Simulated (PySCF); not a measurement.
Cost against size for one kind of job: PySCF 2.14.0, density-fitted response routines, GIAO PBE0/pcSseg-1 NMR shielding, non-relativistic, gas phase; work: shieldings, ring-centre shieldings, charges and field gradients. Hardware: an Arm Neoverse N1 with one thread, no GPU, shared host. The host was shared with other jobs, so the times are rough.

| species (SMILES) | atoms | electrons | basis functions | SCF cycles | wall time |
| --- | --- | --- | --- | --- | --- |
| B[C@H]1CN[SiH2]C1 | 16 | 54 | 159 | 13 | 36 s |
| FCC1=CC=C[SiH2]1 | 14 | 60 | 161 | 14 | 33 s |
| C[Si]1(F)C=CC=C1 | 14 | 60 | 161 | 14 | ? |
| C#C[C@@H]1C[SiH2][C@H]1F | 14 | 60 | 161 | 14 | 37 s |
| N#C[C@@]12CC[C@@H]1C[C@H]2Cl | 17 | 74 | 200 | 14 | 68 s |
| Cc1cc(N)ccc1Cl | 17 | 74 | 200 | 14 | 59 s |
| C[Si](C)(C)n1cnnc1 | 20 | 76 | 215 | 14 | 74 s |
| Cc1cnn([SiH](C)C)n1 | 20 | 76 | 215 | 14 | 72 s |
| C=C(C)Pc1ccccn1 | 20 | 80 | 227 | 14 | ? |

**Question.** Estimate the withheld figures.

**Answer.** `C[Si]1(F)C=CC=C1`: 36 s; `C=C(C)Pc1ccccn1`: 80 s.
